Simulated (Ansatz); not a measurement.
Ansatz (an electronic-structure program) input for GeH₄O₄, SMILES [OH][Ge]([OH])([OH])[OH], CAM-B3LYP/def2-TZVPD. Geometry optimised at PBE0-D3(BJ)/def2-SVP. The isomer is the one that the SMILES or the coordinates give; other isomers of the formula were not compared. Other conformers were not sampled.

Ansatz 0.2 input:
```yaml
crystal:
  periodic: [false, false, false]
  atoms:
    - {symbol: O, position_ang: [-0.24580939, 1.47075920, -0.92685865]}
    - {symbol: Ge, position_ang: [-0.00000000, 0.00000000, -0.00000000]}
    - {symbol: O, position_ang: [0.24580939, -1.47075922, -0.92685864]}
    - {symbol: O, position_ang: [-1.47075921, -0.24580939, 0.92685864]}
    - {symbol: O, position_ang: [1.47075921, 0.24580939, 0.92685865]}
    - {symbol: H, position_ang: [-1.17482272, 1.60077552, -1.14911896]}
    - {symbol: H, position_ang: [1.17482272, -1.60077552, -1.14911894]}
    - {symbol: H, position_ang: [-1.60077551, -1.17482272, 1.14911896]}
    - {symbol: H, position_ang: [1.60077551, 1.17482273, 1.14911894]}
basis:
  gaussian:
    orbitals: def2-TZVPD
hamiltonian:
  xc: {name: CAM-B3LYP}
```

Output:

```
WARN ansatz: RAYON_NUM_THREADS=2 ignored (pool sized by the plan → 2); use --threads N
Functional definition: CAM-B3LYP
integrals: 0.28 GiB planned
1354 factors; their error is unknown
integrals: 0.32 GiB planned
464 factors; integrals over basis functions are off by at most 1.5e-5 eV
mean field: 2.26 GiB planned
mean field evaluation 1: about -64765.2253 eV, gradient 9.8e1 eV
mean field evaluation 2: about -64754.5056 eV, gradient 1.3e2 eV
mean field evaluation 4: about -64779.2669 eV, gradient 2.7e0 eV
mean field evaluation 8: about -64779.2745 eV, gradient 3.1e-2 eV
mean field evaluation 16: about -64779.4608 eV, gradient 1.7e-5 eV
mean field -64779.46078667 eV, -2380.6012748147 hartree, gradient 1.7e-5 eV, S^2 0.000000; 0 other end points of the search recorded, 0 dependent functions left out
reference -64779.46093391 eV, -2380.6012802257 hartree; 34, 34 occupied and 216, 216 virtual orbitals, 1354 factors
Total energy: -64779.46093391 eV, -2380.6012802257 hartree
```

The run converged.
